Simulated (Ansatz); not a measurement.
```xyz
8

I    -0.401   -3.658   -0.106
Al   -0.050   -1.251    0.007
N    -0.780    0.288   -0.393
C     0.412    0.921    0.181
O     1.189   -0.201    0.594
H    -1.522    0.842   -0.777
H     0.179    1.550    1.050
H     0.974    1.509   -0.556
```

The species carries charge 0 and has multiplicity 1. I: def2 effective core potential.

(1) List the CAM-B3LYP/def2-TZVPP orbital energies in eV (Ansatz). (Best estimate.)

Answers

(1) Ansatz gave: Occupied: -1527.20, -521.87, -390.89, -280.82, -188.49, -134.68, -134.52, -134.51, -115.20, -75.89, -75.80, -75.76, -54.34, -54.28, -54.27, -54.13, -54.13, -29.58, -25.02, -21.47, -19.18, -16.18, -14.69, -13.48, -12.46, -11.09, -10.39, -9.73, -9.51, -9.47, -8.43. Lowest empty: -0.02, 0.62, 1.36, 2.17, 2.84, 3.27, 3.75, 4.08.
